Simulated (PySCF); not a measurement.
A structure optimised at PBE-D3(BJ)/def2-SVP, used in a PySCF frequency run:

```
C
H 1 1.1124
H 1 1.1128 2 105.41
C 1 1.5414 2 110.99 3 -119.37
H 4 1.1123 1 110.65 2 179.01
H 4 1.1128 5 105.51 1 118.76
Si 4 1.9037 5 107.45 6 113.16
H 7 1.5049 4 111.76 5 54.32
H 7 1.5054 8 108.35 4 120.45
H 7 1.5064 8 108.36 9 118.00
Si 1 1.9068 2 106.38 3 112.83
H 11 1.5066 1 111.35 2 60.37
H 11 1.5097 12 107.92 8 -74.51
Si 11 2.3502 12 108.97 13 -118.54
F 14 1.6512 11 107.04 12 -68.08
H 14 1.5052 15 108.21 11 -122.57
H 14 1.5069 16 108.68 15 116.66
```

Problem. Write its SMILES and formula.

Solution. F[SiH2][SiH2]CC[SiH3], C2H11FSi3

Problem. What are its rotational constants (standard atomic weights)?

Solution. 3.9613, 0.62239, 0.60804 GHz
